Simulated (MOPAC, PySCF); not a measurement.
CH₁₂GeOSi₃, SMILES `C[O][Ge]([SiH3])([SiH3])[SiH3]` (C–O–Ge–Si torsion 59°), neutral singlet in the gas phase. 

Cartesian coordinates (Å):
SMILES: C[O][Ge]([SiH3])([SiH3])[SiH3]
```xyz
18

C     -2.2339    -0.9266    -0.7510
O     -0.8742    -1.2854    -0.7157
Ge     0.3121    -0.1167    -0.0068
Si     0.2414     1.9421    -1.2362
Si    -0.2297     0.2772     2.2965
Si     2.3969    -1.2412    -0.2595
H     -2.4196    -0.0123    -1.3519
H     -2.7979    -1.7529    -1.2143
H     -2.6577    -0.7532     0.2598
H      1.3529     2.8184    -0.7512
H     -1.0534     2.6618    -1.0284
H      0.4240     1.6855    -2.6976
H      0.8472     1.1256     2.8952
H     -1.5326     0.9975     2.4368
H     -0.3072    -1.0136     3.0459
H      3.4779    -0.3732     0.3009
H      2.6752    -1.4956    -1.7044
H      2.3785    -2.5373     0.4820
```
Charge 0, multiplicity 1.

All levels are single points at this geometry (r2SCAN-D4/def2-SVP); Pople sets use spherical d functions. Orbital energies aren't observables, and empty levels follow the basis.

```json
[
 {"level": "PBE-D3(BJ)/def2-TZVP in PySCF", "HOMO (eV)": "-5.92", "LUMO (eV)": "-1.67", "gap (eV)": "4.25", "dipole (D)": "0.71", "vertical IE, Delta-SCF (eV)": "8.46"},
 {"level": "r2SCAN-D4/def2-TZVP in PySCF", "HOMO (eV)": "-6.20", "LUMO (eV)": "-1.50", "gap (eV)": "4.69", "dipole (D)": "0.77", "vertical IE, Delta-SCF (eV)": "8.63"},
 {"level": "B3LYP/3-21G in PySCF", "HOMO (eV)": "-6.74", "LUMO (eV)": "-0.51", "gap (eV)": "6.23", "dipole (D)": "0.95", "vertical IE, Delta-SCF (eV)": "–"},
 {"level": "B3LYP/LANL2DZ in PySCF", "HOMO (eV)": "-6.92", "LUMO (eV)": "-0.58", "gap (eV)": "6.34", "dipole (D)": "1.29", "vertical IE, Delta-SCF (eV)": "–"},
 {"level": "BP86/6-31G* in PySCF", "HOMO (eV)": "-5.82", "LUMO (eV)": "-1.43", "gap (eV)": "4.39", "dipole (D)": "0.82", "vertical IE, Delta-SCF (eV)": "–"},
 {"level": "HF/6-31G* in PySCF", "HOMO (eV)": "-9.89", "LUMO (eV)": "2.64", "gap (eV)": "12.53", "dipole (D)": "1.13", "vertical IE, Delta-SCF (eV)": "–"},
 {"level": "AM1 in MOPAC", "HOMO (eV)": "-9.51", "LUMO (eV)": "-1.32", "gap (eV)": "8.20", "dipole (D)": "1.65", "vertical IE, Delta-SCF (eV)": "–"},
 {"level": "PM6 in MOPAC", "HOMO (eV)": "-8.56", "LUMO (eV)": "-0.77", "gap (eV)": "7.79", "dipole (D)": "1.92", "vertical IE, Delta-SCF (eV)": "–"},
 {"level": "PM7 in MOPAC", "HOMO (eV)": "-9.14", "LUMO (eV)": "-0.61", "gap (eV)": "8.53", "dipole (D)": "2.08", "vertical IE, Delta-SCF (eV)": "–"}
]
```
